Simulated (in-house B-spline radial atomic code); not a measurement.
**B3LYP (VWN-RPA) excitations of Si V (Si4+)**

Method: B3LYP (VWN-RPA). Computed with an all-electron radial atomic-structure program (B-spline basis): linear response of the closed shell [He] 2s2 2p6 with the functional's adiabatic kernel; non-relativistic, point nucleus, no spin-orbit coupling, no double excitations, S, P, D and F terms only. Only terms of natural parity with L up to 3 were computed.

Command:
```bash
python run_td.py task.json out
```
Settings (radii: box in bohr, nucleus in fm):
```
Z                        14
electrons                10
configuration            [He] 2s2 2p6
hamiltonian              nr
method                   b3lyp
box_radius               19.1
intervals                51
```

Time taken, with all properties: 0.1 s on 1 thread of Intel(R) Xeon(R) 6975P-C (Granite Rapids), with other jobs on the host.

The lowest states, in the order of their Tamm-Dancoff energies; the method's threshold (minus the highest occupied level) is 153.02 eV. Labels give the largest channel, * marks a mixed state, and oscillator strengths are full-response dipole values. Semilocal kernels can invert the small singlet-triplet splittings of Rydberg terms. Energies in eV:

```json
{"state": "2p → 3s 3P", "full response": "98.45", "Tamm-Dancoff": "98.47", "oscillator strength": "-"}
{"state": "2p → 3s 1P", "full response": "99.63", "Tamm-Dancoff": "99.65", "oscillator strength": "0.194"}
{"state": "2p → 3p 3S", "full response": "106.93", "Tamm-Dancoff": "106.98", "oscillator strength": "-"}
{"state": "2p → 3p 3D", "full response": "107.77", "Tamm-Dancoff": "107.78", "oscillator strength": "-"}
{"state": "2p → 3p 1D", "full response": "108.71", "Tamm-Dancoff": "108.71", "oscillator strength": "-"}
{"state": "2p → 3p 1S", "full response": "?", "Tamm-Dancoff": "?", "oscillator strength": "-"}
{"state": "2p → 3d 3P", "full response": "120.17", "Tamm-Dancoff": "120.18", "oscillator strength": "-"}
{"state": "2p → 3d 3F", "full response": "?", "Tamm-Dancoff": "?", "oscillator strength": "-"}
{"state": "2p → 3d 1F", "full response": "120.88", "Tamm-Dancoff": "120.88", "oscillator strength": "-"}
{"state": "2p → 3d 1P", "full response": "122.27", "Tamm-Dancoff": "122.34", "oscillator strength": "0.907"}
{"state": "2p → 4s 3P", "full response": "128.70", "Tamm-Dancoff": "128.71", "oscillator strength": "-"}
{"state": "2p → 4s 1P", "full response": "129.00", "Tamm-Dancoff": "129.00", "oscillator strength": "0.0362"}
{"state": "2p → 4p 3S", "full response": "131.57", "Tamm-Dancoff": "131.58", "oscillator strength": "-"}
{"state": "2p → 4p 3D", "full response": "131.82", "Tamm-Dancoff": "131.83", "oscillator strength": "-"}
{"state": "2p → 4p 1D", "full response": "132.07", "Tamm-Dancoff": "132.07", "oscillator strength": "-"}
{"state": "2p → 4p 1S", "full response": "133.46", "Tamm-Dancoff": "133.58", "oscillator strength": "-"}
```

Question: Where does 2p → 3d 3F lie?

Answer: At 120.29 eV in full response, 120.30 eV in Tamm-Dancoff.

Question: Where does 2p → 3p 1S lie?

Answer: At 113.59 eV in full response, 114.02 eV in Tamm-Dancoff.

Question: How large is the singlet-triplet splitting of 2p → 3s (P terms) in Tamm-Dancoff?

Answer: 1.19 eV, from the unrounded values.

Question: What polarisabilities and dispersion coefficient does the method give?

Answer: Dipole 0.1695 bohr³, quadrupole 0.1113 bohr⁵, C6 0.1262 hartree·bohr⁶ for two such species.
